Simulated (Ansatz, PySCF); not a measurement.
(E)-3-chloropent-3-en-1-yne (C5H5Cl), SMILES C/C=C(/Cl)C#C. Atoms are numbered in the order given.

```xyz
11

C      2.4765    -0.2915     0.0000
C      1.2751    -0.1169     0.0000
C     -0.1309     0.1028     0.0000
Cl    -0.6060     1.8013     0.0000
C     -1.0736    -0.8587     0.0000
C     -0.7964    -2.3269     0.0000
H      3.5393    -0.4433     0.0000
H     -2.1183    -0.5340     0.0000
H      0.2810    -2.5418     0.0000
H     -1.2495    -2.8073     0.8845
H     -1.2495    -2.8073    -0.8845
```

Coordinates come from a B3LYP-D3(BJ)/def2-SVP optimisation.

Two levels are set side by side: PBE-D3(BJ)/def2-SVP (Ansatz, a first-principles code) and B3LYP-D3(BJ)/def2-SVP (Ansatz). Each level has its own optimised geometry; the coordinates shown are those of the second. Frequencies come from the Hessian of PySCF at each geometry. Differences are taken from unrounded values.

```csv
quantity,B3LYP-D3(BJ),PBE-D3(BJ),PBE-D3(BJ) minus B3LYP-D3(BJ)
mean bond length (Å),1.272,1.278,0.006
bond C1–C2 (Å),1.214,1.226,0.012
bond C2–C3 (Å),1.423,1.421,-0.002
bond C3–Cl4 (Å),1.764,1.763,0.000
bond C3–C5 (Å),1.347,1.358,0.012
bond C5–C6 (Å),1.494,1.493,-0.001
bond C1–H7 (Å),1.074,1.081,0.007
bond C5–H8 (Å),1.094,1.102,0.008
bond C6–H9 (Å),1.099,1.107,0.008
bond C6–H10 (Å),1.104,1.112,0.008
bond C6–H11 (Å),1.104,1.112,0.008
highest harmonic wavenumber (cm⁻¹),3470,3406,-63
mean harmonic wavenumber (cm⁻¹),1300,1263,-37
zero-point energy (kcal/mol),50.16,48.73,-1.43
```

GGA bonds tend to be longer and softer than those of functionals with exact exchange. Differences between two approximate levels are no errors against the true value.
